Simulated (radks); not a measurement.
Problem. The indium ion In2+, [Kr] 4d10 5s1. All-electron calculation, non-relativistic Kohn-Sham, PBE, spin-polarised, spherical densities, point nucleus. Program: a radial shooting solver on a logarithmic mesh with Libxc functionals. Every spin shell is full or empty, so the densities are truly spherical. Functionals are evaluated on that one density, not self-consistently. Rank these orbital-free kinetic functionals by their error against the exact value of the orbitals, and give that value: Thomas-Fermi, von Weizsacker, TF + vW, TF + vW/5, LC94, APBEK, revAPBEK, Thakkar, Pearson, PG1, Ernzerhof.

Solution. Exact: 5738.95 hartree. From best to worst, with 100 (|E| - |E exact|)/|E exact| (equal figures are ties): LC94 +0.08, APBEK +0.13, revAPBEK +0.31, Ernzerhof -0.39, Thakkar -0.56, Pearson -0.92, TF + vW/5 +3.05, Thomas-Fermi -5.32, PG1 +15.21, TF + vW +36.52, von Weizsacker -58.16.
